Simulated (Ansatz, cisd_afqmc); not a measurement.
System: Ti, charge 1, quartet.

Total energies in cc-pwCVTZ-DK, 11 correlated electrons, 5 frozen orbitals. UHF or UKS for unpaired electrons; spin-orbit terms are left out. The -DK rows use spin-free X2C, correlate 3s3p of the metal (1s2s2p frozen) and give its partners the cc-pVXZ-DK valence sets. AFQMC is phaseless with a CISD trial state; ± is one standard error, without the phaseless bias. Outlying blocks are dropped, and bars are widened where a walk drifts. Over all cases where full CI ran beside it in this data, AFQMC minus full CI had a median of +0.1 mEh and passed +0.4 mEh in a tenth of the cases. Open-shell metal atoms are single determinants, not pure terms.

```json
[
 {"method": "HF", "program": "Ansatz", "energy (Eh)": "-852.54628", "minus CCSDT(Q) (mEh)": "371.03"},
 {"method": "MP2", "program": "Ansatz", "energy (Eh)": "-852.88773", "minus CCSDT(Q) (mEh)": "29.57"},
 {"method": "CCSD", "program": "Ansatz", "energy (Eh)": "-852.90749", "minus CCSDT(Q) (mEh)": "9.81"},
 {"method": "CCSD(T)", "program": "Ansatz", "energy (Eh)": "-852.91676", "minus CCSDT(Q) (mEh)": "0.54"},
 {"method": "CCSDT(Q)", "program": "Ansatz", "energy (Eh)": "-852.91731", "minus CCSDT(Q) (mEh)": "0.00"},
 {"method": "AFQMC/CISD", "program": "cisd_afqmc", "energy (Eh)": "-852.9167 ± 0.0003", "minus CCSDT(Q) (mEh)": "0.6 ± 0.3"}
]
```

Ansatz is an electronic-structure program.
